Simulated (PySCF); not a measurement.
# Dipole response of Nb(2+) (niobium, charge +2)

[Kr] 4d3, high-spin 4F determinant. All numbers are calculated (PySCF 2.14, scalar relativity by spin-free X2C-1e, in aug-cc-pVTZ-DK (9s8p6d3f2g, 102 functions)). Coupled (time-dependent) response in atomic units; α is the mean over directions.

| method | mean α (bohr³) | C₆ (like pair) | S(−4) |
| --- | --- | --- | --- |
| MN15 | 11.08 | 56.41 | 62.15 |

S(−4) is the Cauchy moment in α(ω) = α(0) + S(−4) ω² + …

Spin-orbit coupling is absent.

α(iu) at MN15:

```tsv
u (hartree)	α(iu) (bohr³)
0	11.08
0.0500	10.93
0.100	10.51
0.200	9.294
0.300	8.055
0.500	6.164
0.750	4.626
1.00	3.596
1.50	2.322
2.00	1.598
3.00	0.8693
5.00	0.3664
```

For an ion, C₆ is the dispersion term alone; charge-induced terms of lower order in 1/R come first.
